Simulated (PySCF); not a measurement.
**Electric properties by functional and basis**

1,1,1-trifluoro-2,2,2-trichloroethane, C₂Cl₃F₃.
SMILES: `C(C(Cl)(Cl)Cl)(F)(F)F`

PySCF, dipoles from the SCF density, polarisabilities from static response with core orbitals frozen. Geometry: PBE0-D3(BJ)/def2-SVP; no solvent, vibrations or thermal averaging.

The anisotropy is √(½[(α1 − α2)² + (α2 − α3)² + (α3 − α1)²]).

```
              level  μ (D)  α (Å³)  anisotropy (Å³)
      LDA/def2-SVPD  0.570   10.64             1.49
      PBE/def2-SVPD  0.492   10.62             1.50
    B3LYP/def2-SVPD  0.612   10.23             1.49
     PBE0/def2-SVPD  0.576   10.12             1.46
BHandHLYP/def2-SVPD  0.698    9.79             1.46
CAM-B3LYP/def2-SVPD  0.647   10.05             1.42
  wB97X-D/def2-SVPD  0.548   10.00             1.43
  LC-wPBE/def2-SVPD  0.577    9.84             1.33
       HF/def2-SVPD  0.717    9.38             1.45
        PBE0/6-31G*  0.165    7.51             1.88
      PBE0/def2-SVP  0.545    7.12             1.72
       PBE0/6-31+G*  0.553    9.08             1.65
   PBE0/aug-cc-pVDZ  0.524   10.07             1.51
     PBE0/def2-TZVP  0.570    9.06             1.71
```

The dipole runs from 0.17 D (PBE0/6-31G*) to 0.72 D (HF/def2-SVPD). No reference polarisability is at hand; against PBE0 in the largest diffuse basis at hand (aug-cc-pVDZ) the other PBE0 rows deviate by 6-31G* -25%, def2-SVP -29%, 6-31+G* -10%, def2-SVPD 0%, def2-TZVP -10%. In one basis (def2-SVPD) the functionals order the polarisability from HF (lowest) to LDA (highest), a spread of 13%. With PBE0 the polarisability is 7.89 Å³ without diffuse functions (mean of 6-31G*, def2-SVP and def2-TZVP) and 9.76 Å³ with them (mean of 6-31+G*, def2-SVPD and aug-cc-pVDZ).
